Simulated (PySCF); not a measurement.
## From computed data to an observable: dipole moment from atomic charges

C5H3F, SMILES C#CC(F)=C=C. Atoms are numbered in the order given.

```xyz
9

C      0.9647    -2.3197     0.0000
C      0.3543    -1.2710     0.0000
C     -0.3623    -0.0395     0.0000
F     -1.7098    -0.1585     0.0000
C      0.2071     1.1508     0.0000
C      0.7978     2.3158     0.0000
H      1.5052    -3.2477     0.0000
H      1.0566     2.8280    -0.9355
H      1.0566     2.8280     0.9355
```

The structure is a stationary point at B3LYP-D3(BJ)/def2-SVP. This is a generated structure with no PubChem entry under its InChIKey; it may be hypothetical.

Charges (e) from PySCF with r2SCAN/def2-TZVP:

```tsv
atom	IAO	ESP fit
C1	-0.205	-0.396
C2	-0.039	0.003
C3	0.242	0.214
F4	-0.263	-0.146
C5	-0.009	0.006
C6	-0.305	-0.434
H7	0.215	0.314
H8	0.182	0.219
H9	0.182	0.219
```

The dipole moment of the full density is 1.94 D.

What dipole moment does each set of point charges give, and which comes closer to that of the density?


μ = Σ q r, and 1 e Å = 4.8032 D.
IAO: Σ q r = (0.613, 0.172, 0.000) e Å, |μ| = 3.06 D.
ESP fit: Σ q r = (0.382, 0.150, 0.000) e Å, |μ| = 1.97 D.
ESP fit comes closer in size. Point charges leave out the atoms' own dipoles (lone pairs, polarised bonds); fits to the potential absorb them, partitions of the density don't.
